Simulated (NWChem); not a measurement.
System: CH₅B; SMILES CB

Input file for NWChem:

```
start job
memory heap 200 mb stack 900 mb global 1100 mb
geometry units angstroms noautoz
  B     -0.001087    -0.870873    -0.017735
  H      1.028133    -1.484505     0.017386
  H     -1.025811    -1.491613     0.019929
  C     -0.002080     0.689642    -0.029918
  H      0.039230     0.978764     1.037981
  H     -0.911228     1.149322    -0.432108
  H      0.881041     1.143569    -0.493262
end
basis spherical
  * library def2-svpd
end
dft
  xc slater vwn_5
  iterations 150
end
tddft
  nroots 8
  notriplet
end
task tddft energy
```

Output (shortened):

```
             Northwest Computational Chemistry Package (NWChem) 7.3.0
             --------------------------------------------------------

 C1  symmetry detected

                             Geometry "geometry" -> ""
                             -------------------------

 Output coordinates in angstroms (scale by  1.889725989 to convert to a.u.)

  No.       Tag          Charge          X              Y              Z
 ---- ---------------- ---------- -------------- -------------- --------------
    1 B                    5.0000    -0.00090742    -0.87567599    -0.01857022
    2 H                    1.0000     1.02810971    -1.48990209     0.01178725
    3 H                    1.0000    -1.02583767    -1.49645228     0.01226458
    4 C                    6.0000    -0.00146110     0.68488482    -0.01609647
    5 H                    1.0000     0.03888605     0.96395239     1.05451070
    6 H                    1.0000    -0.91009028     1.14857934    -0.41483573
    7 H                    1.0000     0.88223589     1.14289365    -0.47429689

 Effective nuclear repulsion energy (a.u.)      31.7213164431

                                 NWChem DFT Module
                                 -----------------

 Summary of "ao basis" -> "ao basis" (spherical)
 ------------------------------------------------------------------------------
       Tag                 Description            Shells   Functions and Types
 ---------------- ------------------------------  ------  ---------------------
 B                         def2-svpd                 8       20   4s2p2d
 H                         def2-svpd                 4        8   2s2p
 C                         def2-svpd                 8       20   4s2p2d

            General Information
            -------------------
          SCF calculation type: DFT
          Wavefunction type:  closed shell.
          No. of atoms     :     7
          No. of electrons :    16
           Alpha electrons :     8
            Beta electrons :     8
          Charge           :     0
          Spin multiplicity:     1
          Use of symmetry is: off; symmetry adaption is: off
          Maximum number of iterations: 150
          AO basis - number of functions:    80
                     number of shells:    36
          Convergence on energy requested:  1.00D-06
          Convergence on density requested:  1.00D-05
          Convergence on gradient requested:  5.00D-04

              XC Information
              --------------
                        Slater Exchange Functional  1.000 local
                      VWN V Correlation Functional  1.000 local

             Grid Information
             ----------------
          Grid used for XC integration:  medium
          Radial quadrature: Mura-Knowles
          Angular quadrature: Lebedev.
          Tag              B.-S. Rad. Rad. Pts. Rad. Cut. Ang. Pts.
          ---              ---------- --------- --------- ---------
          B                   0.85       49           9.0       434
          H                   0.35       45          10.0       434
          C                   0.70       49           9.0       434
          Grid pruning is: on
          Number of quadrature shells:   323
          Spatial weights used:  Erf1

      Superposition of Atomic Density Guess
      -------------------------------------

 Sum of atomic energies:         -64.62560027

      Non-variational initial energy
      ------------------------------

 Total energy =     -65.669341
 1-e energy   =    -147.243880
 2-e energy   =      49.853223
 HOMO         =      -0.380456
 LUMO         =      -0.033198

   convergence    iter        energy       DeltaE   RMS-Dens  Diis-err
 ---------------- ----- ----------------- --------- --------- ---------
 d= 0,ls=0.0,diis     1    -65.1597656946 -9.69D+01  1.29D-02  2.72D-01
 d= 0,ls=0.0,diis     2    -65.1752735289 -1.55D-02  4.07D-03  5.36D-02
 d= 0,ls=0.0,diis     3    -65.1772329953 -1.96D-03  1.81D-03  4.10D-02
 d= 0,ls=0.0,diis     4    -65.1826693043 -5.44D-03  3.47D-04  5.54D-04
 d= 0,ls=0.0,diis     5    -65.1827573795 -8.81D-05  5.31D-05  2.08D-05
  Resetting Diis
 d= 0,ls=0.0,diis     6    -65.1827607151 -3.34D-06  8.99D-06  2.14D-07
 d= 0,ls=0.0,diis     7    -65.1827607468 -3.18D-08  4.65D-06  2.93D-08

         Total DFT energy =      -65.182760746848
      One electron energy =     -149.423520462775
           Coulomb energy =       63.061123866445
    Exchange-Corr. energy =      -10.541680593619
 Nuclear repulsion energy =       31.721316443102

 Numeric. integr. density =       16.000001687028

                       DFT Final Molecular Orbital Analysis
                       ------------------------------------

 Vector    6  Occ=2.000000D+00  E=-3.638695D-01
              MO Center=  2.7D-02,  7.3D-01,  1.8D-01, r^2= 1.4D+00
   Bfn.  Coefficient  Atom+Function         Bfn.  Coefficient  Atom+Function
  ----- ------------  ---------------      ----- ------------  ---------------
    43      0.433091  4 C  pz                57      0.345607  5 H  s
    73     -0.183812  7 H  s                 46      0.158153  4 C  pz
    65     -0.158726  6 H  s                 58      0.139581  5 H  s
     7     -0.118740  1 B  pz                74     -0.082933  7 H  s
    66     -0.074662  6 H  s                  9      0.058237  1 B  py

 Vector    7  Occ=2.000000D+00  E=-2.986146D-01
              MO Center=  2.3D-03, -2.3D-01,  2.7D-03, r^2= 2.0D+00
   Bfn.  Coefficient  Atom+Function         Bfn.  Coefficient  Atom+Function
  ----- ------------  ---------------      ----- ------------  ---------------
     6      0.428428  1 B  py                42      0.411334  4 C  py
     9     -0.169829  1 B  py                21      0.167729  2 H  s
    29      0.165029  3 H  s                 45      0.138327  4 C  py
    57      0.109655  5 H  s                 40      0.100878  4 C  s
    38     -0.098817  4 C  s                 65      0.085708  6 H  s

 Vector    8  Occ=2.000000D+00  E=-2.775254D-01
              MO Center= -5.5D-03, -8.3D-01, -4.7D-02, r^2= 2.4D+00
   Bfn.  Coefficient  Atom+Function         Bfn.  Coefficient  Atom+Function
  ----- ------------  ---------------      ----- ------------  ---------------
     5      0.387916  1 B  px                21     -0.297546  2 H  s
    29      0.298397  3 H  s                  8     -0.272727  1 B  px
    41      0.196198  4 C  px                65     -0.168461  6 H  s
    73      0.163512  7 H  s                 66     -0.120550  6 H  s
    74      0.116975  7 H  s                 44      0.070703  4 C  px

 Vector    9  Occ=0.000000D+00  E=-9.504372D-02
              MO Center=  1.2D-03, -8.0D-01, -1.3D-02, r^2= 2.3D+00
   Bfn.  Coefficient  Atom+Function         Bfn.  Coefficient  Atom+Function
  ----- ------------  ---------------      ----- ------------  ---------------
     7      0.581911  1 B  pz                10     -0.412884  1 B  pz
    57      0.169789  5 H  s                 58      0.118092  5 H  s
    43      0.083877  4 C  pz                73     -0.082966  7 H  s
    74     -0.073548  7 H  s                 65     -0.072984  6 H  s
    66     -0.063113  6 H  s                 17      0.053124  1 B  d -1

[...]

                                NWChem TDDFT Module
                                -------------------

            General Information
            -------------------
           No. of orbitals :     160
            Alpha orbitals :      80
             Beta orbitals :      80
        Alpha frozen cores :       0
         Beta frozen cores :       0
     Alpha frozen virtuals :       0
      Beta frozen virtuals :       0
         Spin multiplicity :       1
    Number of AO functions :      80
        Use of symmetry is : off
      Symmetry adaption is : off
         Schwarz screening :  0.10D-07

              XC Information
              --------------
                 Slater Exchange Functional   1.00 local
               VWN V Correlation Functional   1.00 local

             TDDFT Information
             -----------------
          Calculation type : TDDFT
         Wavefunction type : Restricted singlets
          No. of electrons :      16
           Alpha electrons :       8
            Beta electrons :       8
              No. of roots :       8
          Max subspacesize :    5600
            Max iterations :     100
               Target root :       1
           Target symmetry : none
      Symmetry restriction : off
                 Algorithm : Optimal
        Davidson threshold :  0.10D-03

    8 smallest eigenvalue differences (eV)
--------------------------------------------------------
  No. Spin  Occ  Vir  Irrep   E(Occ)    E(Vir)   E(Diff)
--------------------------------------------------------
    1    1    8    9 a        -0.278    -0.095     4.966
    2    1    7    9 a        -0.299    -0.095     5.539
    3    1    6    9 a        -0.364    -0.095     7.315
    4    1    5    9 a        -0.373    -0.095     7.570
    5    1    8   10 a        -0.278     0.007     7.729
    6    1    7   10 a        -0.299     0.007     8.303
    7    1    8   11 a        -0.278     0.041     8.667
    8    1    4    9 a        -0.428    -0.095     9.054
--------------------------------------------------------

  Entering Davidson iterations
  Restricted singlet excited states

  Iter   NTrls   NConv    DeltaV     DeltaE      Time
  ----  ------  ------  ---------  ---------  ---------
    1      8       0     0.22E+00   0.10+100        1.6
    2     16       0     0.16E+00   0.16E-01        1.7
    3     32       0     0.72E-01   0.27E-01        2.5
    4     48       0     0.51E-01   0.14E-01        2.5
    5     64       1     0.33E-01   0.44E-02        2.6
    6     78       2     0.14E-01   0.15E-02        2.4
    7     90       4     0.21E-02   0.21E-03        2.1
    8     98       4     0.89E-03   0.21E-05        1.8
    9    106       7     0.33E-03   0.27E-06        1.8
   10    108       7     0.12E-03   0.37E-07        1.1
   11    110       8     0.88E-04   0.42E-08        1.1
  ----  ------  ------  ---------  ---------  ---------
  Convergence criterion met

  Ground state a         -65.182760746848 a.u.

  ----------------------------------------------------------------------------
  Root   1 singlet a              0.191326238 a.u.                5.2063 eV
  ----------------------------------------------------------------------------
     Transition Moments    X -0.05071   Y -0.00083   Z  0.00463
     Dipole Oscillator Strength                    0.0003307570
     Electric Quadrupole                           0.0000000515
     Magnetic Dipole                               0.0000026258
     Total Oscillator Strength                     0.0003334343

     Occ.    8  a   ---  Virt.    9  a   -0.99937 X
  ----------------------------------------------------------------------------
  Root   2 singlet a              0.212377781 a.u.                5.7791 eV
  ----------------------------------------------------------------------------
     Transition Moments    X -0.00014   Y  0.04740   Z -0.06238
     Dipole Oscillator Strength                    0.0008690123
     Electric Quadrupole                           0.0000001051
     Magnetic Dipole                               0.0000037174
     Total Oscillator Strength                     0.0008728348

     Occ.    6  a   ---  Virt.    9  a    0.05300 X
     Occ.    7  a   ---  Virt.    9  a   -0.99752 X
  ----------------------------------------------------------------------------
  Root   3 singlet a              0.282794128 a.u.                7.6952 eV
  ----------------------------------------------------------------------------
     Transition Moments    X  0.06878   Y  0.00656   Z -0.00830
     Dipole Oscillator Strength                    0.0009128896
     Electric Quadrupole                           0.0000000467
     Magnetic Dipole                               0.0000005345
     Total Oscillator Strength                     0.0009134707

     Occ.    5  a   ---  Virt.    9  a    0.99334 X
     Occ.    8  a   ---  Virt.   10  a    0.09718 X
  ----------------------------------------------------------------------------
  Root   4 singlet a              0.284320925 a.u.                7.7368 eV
  ----------------------------------------------------------------------------
     Transition Moments    X  0.18688   Y -0.00268   Z -0.00173
     Dipole Oscillator Strength                    0.0066215919
     Electric Quadrupole                           0.0000003877
     Magnetic Dipole                               0.0000020824
     Total Oscillator Strength                     0.0066240620

     Occ.    5  a   ---  Virt.    9  a    0.09686 X
     Occ.    8  a   ---  Virt.   10  a   -0.99493 X
  ----------------------------------------------------------------------------
  Root   5 singlet a              0.292759536 a.u.                7.9664 eV
  ----------------------------------------------------------------------------
     Transition Moments    X -0.01031   Y -0.73454   Z -0.13521
     Dipole Oscillator Strength                    0.1088947135
     Electric Quadrupole                           0.0000000229
     Magnetic Dipole                               0.0000000530
     Total Oscillator Strength                     0.1088947894

     Occ.    4  a   ---  Virt.    9  a    0.06138 X
     Occ.    6  a   ---  Virt.    9  a    0.98220 X
     Occ.    7  a   ---  Virt.    9  a    0.05161 X
     Occ.    7  a   ---  Virt.   10  a    0.06126 X
     Occ.    7  a   ---  Virt.   20  a    0.06932 X
     Occ.    8  a   ---  Virt.   19  a    0.05838 X
  ----------------------------------------------------------------------------
  Root   6 singlet a              0.309931177 a.u.                8.4337 eV
  ----------------------------------------------------------------------------
     Transition Moments    X  0.00844   Y  0.28843   Z  0.12586
     Dipole Oscillator Strength                    0.0204772330
     Electric Quadrupole                           0.0000000171
     Magnetic Dipole                               0.0000000009
     Total Oscillator Strength                     0.0204772510

     Occ.    6  a   ---  Virt.    9  a   -0.05421 X
     Occ.    7  a   ---  Virt.   10  a    0.99437 X
  ----------------------------------------------------------------------------
  Root   7 singlet a              0.319495141 a.u.                8.6939 eV
  ----------------------------------------------------------------------------
     Transition Moments    X  0.61481   Y  0.00620   Z -0.00026
     Dipole Oscillator Strength                    0.0805197796
     Electric Quadrupole                           0.0000004273
     Magnetic Dipole                               0.0000000123
     Total Oscillator Strength                     0.0805202192

     Occ.    8  a   ---  Virt.   11  a   -0.99869 X
  ----------------------------------------------------------------------------
  Root   8 singlet a              0.340198742 a.u.                9.2573 eV
  ----------------------------------------------------------------------------
     Transition Moments    X -0.00127   Y  0.87302   Z  0.03925
     Dipole Oscillator Strength                    0.1732073848
     Electric Quadrupole                           0.0000000700
     Magnetic Dipole                               0.0000000208
     Total Oscillator Strength                     0.1732074756

     Occ.    7  a   ---  Virt.   11  a   -0.98412 X
     Occ.    8  a   ---  Virt.   12  a   -0.05147 X
     Occ.    8  a   ---  Virt.   13  a    0.15339 X

              Target root =      1
          Target symmetry = none
      Ground state energy =    -65.182760746848
        Excitation energy =      0.191326238217
     Excited state energy =    -64.991434508630

  stored tddft:energy   -64.991434508630476
```

Level: LDA (Slater exchange, VWN5)/def2-SVPD, full TDDFT. Coordinates come from a B3LYP/6-31G* (spherical d) optimisation.
